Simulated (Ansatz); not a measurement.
Consider the protonation: Zn (atom) + H⁺ → `[ZnH+]`.

Calculated with Ansatz (gas phase, PBE0-D4/def2-TZVP geometries, no zero-point term in ΔE). CCSD(T)/CBS is the MP2 limit (def2-TZVPP, def2-QZVPP) plus CCSD(T) − MP2 in def2-TZVPP, frozen cores. This one scheme is used for every species, atoms too. DFT in def2-TZVPP. B3LYP here is the variant with VWN-RPA as its local correlation; programs differ in this. HSE06 is defined as in plane-wave codes. Bonds to Zn are less sure, by a few kJ/mol each and by 10 to 20 or more in all where they break to atoms, as the def2 sets lack core-valence functions. Scalar relativity is left out up to krypton.

| level | ΔE (kJ/mol) | difference from CCSD(T)/CBS |
| --- | --- | --- |
| PBE-D4 | -646.8 | 7.9 |
| revPBE-D4 | -663.2 | -8.5 |
| BLYP-D4 | -636.6 | 18.1 |
| r2SCAN-D4 | -660.1 | -5.4 |
| B97M-V | -654.2 | 0.5 |
| PBE0-D4 | -662.2 | -7.5 |
| r2SCANh-D4 | -662.3 | -7.6 |
| r2SCAN0-D4 | -665.5 | -10.8 |
| HSE06-D4 | -662.9 | -8.2 |
| BHLYP-D4 | -659.6 | -4.9 |
| CAM-B3LYP-D4 | -644.6 | 10.1 |
| ωB97X-V | -674.5 | -19.8 |
| ωB97M-V | -654.6 | 0.1 |
| PBE-QIDH | -676.0 | -21.3 |
| PBE | -646.2 | 8.5 |
| revPBE | -661.3 | -6.6 |
| BLYP | -635.4 | 19.3 |
| r2SCAN | -660.0 | -5.3 |
| PBE0 | -661.7 | -7.0 |
| B3LYP | -645.7 | 9.0 |
| r2SCAN0 | -665.4 | -10.7 |
| HSE06 | -662.5 | -7.8 |
| BHLYP | -659.0 | -4.3 |
| CAM-B3LYP | -644.1 | 10.6 |
| LC-ωPBE | -685.2 | -30.5 |
| RPA@PBE/def2-TZVPP | -695.4 | -40.7 |
| HF/def2-SVP | -696.4 | -41.7 |
| MP2/def2-SVP | -697.6 | -42.9 |
| CCSD(T)/def2-SVP | -692.3 | -37.6 |
| HF/def2-TZVPP | -690.7 | -36.0 |
| MP2/def2-TZVPP | -669.0 | -14.3 |
| SCS-MP2/def2-TZVPP | -677.1 | -22.4 |
| CCSD/def2-TZVPP | -676.4 | -21.7 |
| CCSD(T)/def2-TZVPP | -672.1 | -17.4 |
| HF/def2-QZVPP | -694.2 | -39.5 |
| MP2/def2-QZVPP | -660.2 | -5.5 |
| SCS-MP2/def2-QZVPP | -669.6 | -14.9 |
| CCSD/def2-QZVPP | -671.1 | -16.4 |
| MP2/CBS(def2) | -651.5 | 3.2 |
| CCSD/CBS(def2) | -659.0 | -4.3 |
| CCSD(T)/CBS | -654.7 | 0 |

Largest T1 diagnostic among the species: 0.021, so the coupled-cluster value is less sure than usual.

At CCSD(T), def2-SVP lies −37.6 kJ/mol from the extrapolated value and def2-TZVPP −17.4 kJ/mol. From BLYP to BHLYP (50 % exact exchange), in def2-TZVPP and without D4, ΔE moves by −23.6 kJ/mol. Leaving LDA and LC-ωPBE aside and taking each functional with its dispersion term where it has one, the values spread over 39.4 kJ/mol, from PBE-QIDH to BLYP-D4. LDA lies +37.9 kJ/mol from PBE without D4.
